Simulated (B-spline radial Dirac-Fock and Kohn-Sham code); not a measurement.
## Energy-loss ionisation edge L1 of Tm

System: atomic thulium in the configuration [Xe] 4f13 6s2. The computed values come from a radial atomic solver: the first Born approximation with generalised oscillator strengths from a Dirac-Hartree-Slater potential (longitudinal and transverse terms; continuum final states only, so no white lines or fine structure). The edge is taken at 10116.0 eV (tabulated value).

Partial cross sections σ(β, Δ) in barn, integrated over a window Δ above the edge and up to the collection semi-angle β, for parallel illumination:

| E₀ (kV) | β (mrad) | Δ = 25 eV | Δ = 50 eV | Δ = 100 eV | Δ = 200 eV | Δ = 300 eV |
| --- | --- | --- | --- | --- | --- | --- |
| 60 | 5 | 0.000932 | 0.00185 | 0.00365 | 0.00713 | 0.0104 |
| 60 | 100 | 0.261 | 0.517 | 1.02 | 2.00 | 2.94 |
| 80 | 50 | 0.110 | 0.218 | 0.430 | 0.842 | 1.24 |
| 80 | 100 | 0.306 | 0.606 | 1.20 | 2.35 | 3.46 |
| 100 | 5 | 0.00171 | 0.00340 | 0.00672 | 0.0131 | 0.0193 |
| 100 | 10 | 0.00678 | 0.0135 | 0.0266 | 0.0521 | 0.0763 |
| 100 | 100 | 0.334 | 0.663 | 1.31 | 2.58 | 3.79 |
| 120 | 5 | 0.00212 | 0.00421 | 0.00833 | 0.0163 | 0.0239 |
| 120 | 50 | 0.151 | 0.300 | 0.595 | 1.17 | 1.71 |
| 120 | 100 | 0.353 | 0.701 | 1.39 | 2.72 | 4.01 |
| 200 | 20 | 0.0557 | 0.111 | 0.220 | 0.430 | 0.631 |
| 200 | 50 | ? | ? | ? | ? | ? |
| 300 | 20 | 0.0869 | 0.173 | 0.343 | 0.673 | 0.989 |
| 300 | 50 | 0.249 | 0.496 | 0.983 | 1.93 | 2.85 |

Problem. Give the row for 200 kV and 50 mrad.

Solution. 0.206 b for 25 eV, 0.410 b for 50 eV, 0.812 b for 100 eV, 1.59 b for 200 eV, 2.35 b for 300 eV.
